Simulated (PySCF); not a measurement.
An equivalent PySCF input for Cl²⁺ (chlorine, charge +2), [Ne] 3s2 3p3, high-spin 4S determinant, with no relativity, point nucleus:

```python
from pyscf import gto, scf, dft, mp, cc
import basis_set_exchange as bse
mol = gto.M(atom="Cl 0 0 0", charge=2, spin=3, symmetry="D2h",
            basis=gto.basis.parse(bse.get_basis("def2-TZVP", elements=["Cl"], fmt="nwchem", header=False)))
mf = dft.UKS(mol, xc="M06L")
mf.irrep_nelec = {'Ag': (3, 3), 'B1u': (2, 1), 'B2u': (2, 1), 'B3u': (2, 1)}
mf.kernel()
```

It reaches the same state as the run whose output follows, with an energy that differs only through the grid. The run itself started from symmetry-adapted Hartree-Fock orbitals and held the occupation by maximum overlap, on a logarithmic radial grid, so the iterations belong to that start.

```
SCF conv_tol = 1e-09
number electrons alpha = 9  beta = 6
XC functionals = M06L
    Y. Zhao and D. G. Truhlar.,  J. Chem. Phys. 125, 194101 (2006)
    Y. Zhao and D. G. Truhlar.,  J. Chem. Phys. 125, 194101 (2006)
    Y. Zhao and D. G. Truhlar.,  Theor. Chem. Acc. 120, 215 (2008)
cycle= 1 E= -458.795189110399  delta_E= -0.00276  |g|= 0.00771  |ddm|= 0.0945
cycle= 2 E= -458.795202438152  delta_E= -1.33e-05  |g|= 0.00113  |ddm|= 0.012
cycle= 3 E= -458.795202881685  delta_E= -4.44e-07  |g|= 0.000306  |ddm|= 0.00165
cycle= 4 E= -458.795202892513  delta_E= -1.08e-08  |g|= 2.54e-05  |ddm|= 0.000206
cycle= 5 E= -458.79520289257  delta_E= -5.77e-11  |g|= 1.1e-06  |ddm|= 1.74e-05
converged SCF energy = -458.79520289257  <S^2> = 3.7514031  2S+1 = 4.0007015
```
